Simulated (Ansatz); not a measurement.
Computed with Ansatz on PBE0-D4/def2-TZVP structures; ΔE is electronic, products minus reactants. CCSD(T)/CBS adds triple-zeta CCSD(T) − MP2 to the extrapolated MP2 energy (def2 sets, frozen cores). This one scheme is used for every species. DFT in def2-TZVPP. Elements past krypton have def2 core potentials. For Sn outer-core shells are correlated without core-valence functions, which leaves a few kJ/mol of doubt a bond. One conformer a species, not always the lowest.

Consider the formal hydrolysis of a C–Sn bond: `FBN[CH2][SnH3]` + H₂O → `OCNBF` + `[SnH4]`.

```tsv
level	ΔE (kJ/mol)
PBE-D4	37.3
PBE0	30.5
```

(1) What does CCSD(T)/CBS give? (Best estimate.)

Largest T1 diagnostic among the species: 0.013.

Results:

(1) The calculation gave: +49.1 kJ/mol. The listed levels differ from it by -11.8, -18.6 kJ/mol.

The D4 term adds +7.8 kJ/mol with B3LYP and +4.4 kJ/mol with PBE0; it sums over pairs of atoms, weighted by their polarisabilities, and B3LYP, whose exchange is more repulsive, gets the larger term. In def2-TZVPP, CCSD(T) changes the Hartree–Fock value by +27.6 kJ/mol (the triples alone add +3.1 kJ/mol) and MP2 by +37.4 kJ/mol.

B3LYP here is the variant with VWN-RPA as its local correlation; programs differ in this.
